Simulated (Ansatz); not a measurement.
`O/C=N/[AsH2]` and `N=CO` differ in one atom or group.

Ansatz, PBE0-D4/def2-TZVP geometries, multiplicity 1. Each molecule was computed in one conformer, which needn't be the lowest.

Scalar relativity is left out up to krypton.

```tsv
property	`O/C=N/[AsH2]`
size of the dipole moment (ωB97M-V/def2-TZVPP) / D	0.21
HOMO energy (ωB97M-V/def2-TZVPP) / eV	-9.12
HOMO–LUMO gap (PBE0/def2-TZVPP) / eV	7.00
LUMO energy (B3LYP/def2-TZVPP) / eV	-0.18
size of the dipole moment (B3LYP/def2-TZVPP) / D	0.19
LUMO energy (PBE/def2-TZVPP) / eV	-0.97
```

What does the change do to each property? (Estimate.)

Computed: 
```json
{"property": "size of the dipole moment (ωB97M-V/def2-TZVPP) / D", "`N=CO`": "1.03", "shift": "0.82"}
{"property": "HOMO energy (ωB97M-V/def2-TZVPP) / eV", "`N=CO`": "-10.53", "shift": "-1.41"}
{"property": "HOMO–LUMO gap (PBE0/def2-TZVPP) / eV", "`N=CO`": "8.65", "shift": "1.65"}
{"property": "LUMO energy (B3LYP/def2-TZVPP) / eV", "`N=CO`": "0.14", "shift": "0.32"}
{"property": "size of the dipole moment (B3LYP/def2-TZVPP) / D", "`N=CO`": "1.00", "shift": "0.81"}
{"property": "LUMO energy (PBE/def2-TZVPP) / eV", "`N=CO`": "-0.68", "shift": "0.29"}
```

With PBE0 the HOMO falls by 1.27 eV and the LUMO rises by 0.38 eV, so the gap widens by about 1.65 eV. PBE moves the HOMO by -0.97 eV and ωB97M-V by -1.41 eV. The zero-point energy changes by -15.2 kJ/mol with -6 modes. Dipoles are sizes alone; their direction can turn.

Positive LUMOs are unbound, so they and the gaps depend on the basis.

B3LYP here is the variant with VWN-RPA as its local correlation; programs differ in this.
